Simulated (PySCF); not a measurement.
Molfile (atoms numbered from 1):
```
C3H16Si4
     RDKit          3D

 23 22  0  0  0  0  0  0  0  0999 V2000
    0.9658   -1.9123    0.7965 C   0  0  0  0  0  0  0  0  0  0  0  0
    0.4798   -0.0987    0.7233 Si  0  0  1  0  0  4  0  0  0  0  0  0
    1.0827    0.6921   -0.8770 C   0  0  0  0  0  0  0  0  0  0  0  0
    2.9221    0.5216   -1.2236 Si  0  0  0  0  0  4  0  0  0  0  0  0
   -1.3972    0.1047    0.8756 C   0  0  0  0  0  0  0  0  0  0  0  0
   -2.3633   -1.0724   -0.2311 Si  0  0  0  0  0  4  0  0  0  0  0  0
   -1.9335    1.8891    0.6012 Si  0  0  0  0  0  4  0  0  0  0  0  0
    2.0606   -2.0225    0.8447 H   0  0  0  0  0  0  0  0  0  0  0  0
    0.6135   -2.4580   -0.0935 H   0  0  0  0  0  0  0  0  0  0  0  0
    0.5368   -2.3997    1.6857 H   0  0  0  0  0  0  0  0  0  0  0  0
    1.1103    0.6275    1.8731 H   0  0  0  0  0  0  0  0  0  0  0  0
    0.8415    1.7698   -0.8548 H   0  0  0  0  0  0  0  0  0  0  0  0
    0.5253    0.2610   -1.7273 H   0  0  0  0  0  0  0  0  0  0  0  0
    3.3131    1.2767   -2.4540 H   0  0  0  0  0  0  0  0  0  0  0  0
    3.2884   -0.9152   -1.4238 H   0  0  0  0  0  0  0  0  0  0  0  0
    3.7219    1.0479   -0.0738 H   0  0  0  0  0  0  0  0  0  0  0  0
   -1.6568   -0.1508    1.9208 H   0  0  0  0  0  0  0  0  0  0  0  0
   -2.2613   -2.4802    0.2626 H   0  0  0  0  0  0  0  0  0  0  0  0
   -3.8113   -0.6967   -0.2837 H   0  0  0  0  0  0  0  0  0  0  0  0
   -1.8250   -1.0250   -1.6269 H   0  0  0  0  0  0  0  0  0  0  0  0
   -3.2906    2.1284    1.1810 H   0  0  0  0  0  0  0  0  0  0  0  0
   -0.9690    2.8451    1.2321 H   0  0  0  0  0  0  0  0  0  0  0  0
   -1.9901    2.1894   -0.8638 H   0  0  0  0  0  0  0  0  0  0  0  0
  1  2  1  0
  2  3  1  0
  3  4  1  0
  2  5  1  0
  5  6  1  0
  5  7  1  0
  1  8  1  0
  1  9  1  0
  1 10  1  0
  2 11  1  1
  3 12  1  0
  3 13  1  0
  4 14  1  0
  4 15  1  0
  4 16  1  0
  5 17  1  0
  6 18  1  0
  6 19  1  0
  6 20  1  0
  7 21  1  0
  7 22  1  0
  7 23  1  0
M  END
```

Geometry: PBE0-D3(BJ)/def2-SVP; GIAO absolute shieldings from PySCF, gas phase, non-relativistic, averaged over equivalent atoms.

At KT3/pcSseg-1 (227 basis functions, 49 s wall time on 1 thread of an Intel Xeon 6975P-C, shared host):
```tsv
atoms	σ (ppm)
C1	183.9
C3	194.0
C5	199.1
Si2	376.0
Si7	430.6
Si4	434.1
Si6	435.4
H11	26.98
H18/H19/H20	27.47
H21/H22/H23	27.47
H14/H15/H16	27.49
H8/H9/H10	31.05
H13	31.34
H12	31.42
H17	31.91
```

Q: What do these become at PBE0/pcSseg-1?

A: 
```csv
atoms,σ at PBE0/pcSseg-1,change
C1,186.6,+2.7
C3,197.6,+3.6
C5,203.6,+4.5
Si2,362.3,-13.7
Si7,417.1,-13.5
Si4,421.3,-12.8
Si6,422.0,-13.4
H11,26.83,-0.15
H18/H19/H20,27.31,-0.16
H21/H22/H23,27.31,-0.16
H14/H15/H16,27.32,-0.17
H8/H9/H10,31.02,-0.03
H13,31.39,+0.05
H12,31.47,+0.05
H17,32.05,+0.14
```

The largest change is at Si2 (silicon bonded to 3 C, H). Cost: 227 basis functions, 44 s wall time on 1 thread of an Intel Xeon 6975P-C, shared host. The order of the carbon signals is the same at both levels.
